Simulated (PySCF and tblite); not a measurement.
Values are calculated unless marked as measured or tabulated.
Molecule: C3H8GeO, numbered as in [CH2:1]1[CH2:2][GeH2:3][CH2:4][O:5]1; H are named by their carrier, a and b as at the first point (Å):

```
C1      -1.379    0.140    0.072
C2      -0.272    1.196    0.014
Ge3      1.316    0.162   -0.546
C4       0.464   -1.379    0.368
O5      -0.910   -1.208    0.104
H1a     -2.020    0.204   -0.813
H1b     -2.011    0.296    0.957
H2a     -0.566    2.017   -0.635
H2b     -0.089    1.610    1.008
H3a      2.622    0.665    0.004
H3b      1.438   -0.001   -2.034
H4a      0.667   -1.352    1.449
H4b      0.722   -2.372    0.002
```

The ring 1–2–3–4–5 is held at Altona–Sundaralingam phase angles P (ν_j = ν_max cos(P + 144°(j − 2)), ν_j about the bond from ring atom j to j + 1, counted from 0) and the rest relaxed at GFN2-xTB. Energies: PBE0/pcSseg-1 + D3(BJ). Couplings: B3LYP/pcseg-1 with H pcJ-1, gas phase, for ¹H. (tblite 0.8, PySCF 2.14.)

Spin–orbit effects of heavy atoms are missing.

(1) How do the most sensitive couplings change along the phase angle P?

(2) Set ³J(H1a,H2b) against its H–C–C–H torsion.

(3) With the energies 4.30, 0.01, 4.40, 1.79, 2.58 kcal/mol at these points, what are the Boltzmann averages at 298 K?

Results:

(1) 
```json
{"phase angle P °": "0", "³J(H1a,H2b)": "11.1", "³J(H1b,H2a)": "1.2", "³J(H3a,H4b)": "-1.5", "³J(H2b,H3b)": "6.2", "³J(H1b,H2b)": "13.4"}
{"phase angle P °": "72", "³J(H1a,H2b)": "0.6", "³J(H1b,H2a)": "13.1", "³J(H3a,H4b)": "1.3", "³J(H2b,H3b)": "-0.2", "³J(H1b,H2b)": "5.5"}
{"phase angle P °": "144", "³J(H1a,H2b)": "0.6", "³J(H1b,H2a)": "14.3", "³J(H3a,H4b)": "6.9", "³J(H2b,H3b)": "-2.0", "³J(H1b,H2b)": "7.3"}
{"phase angle P °": "216", "³J(H1a,H2b)": "6.7", "³J(H1b,H2a)": "3.2", "³J(H3a,H4b)": "5.7", "³J(H2b,H3b)": "-0.8", "³J(H1b,H2b)": "12.9"}
{"phase angle P °": "288", "³J(H1a,H2b)": "14.7", "³J(H1b,H2a)": "0.9", "³J(H3a,H4b)": "1.0", "³J(H2b,H3b)": "5.4", "³J(H1b,H2b)": "8.7"}
```
Values in Hz.

(2) 79°: 0.6 Hz, 83°: 0.6 Hz, 129°: 6.7 Hz, 142°: 11.1 Hz, 166°: 14.7 Hz.

(3) ³J(H1a,H2b) 1.1, ³J(H1b,H2a) 12.5, ³J(H3a,H4b) 1.5, ³J(H2b,H3b) -0.2, ³J(H1b,H2b) 5.9 Hz, over these points alone; points not sampled, such as mirror images that interchange a and b, would even out couplings that symmetry makes equal.
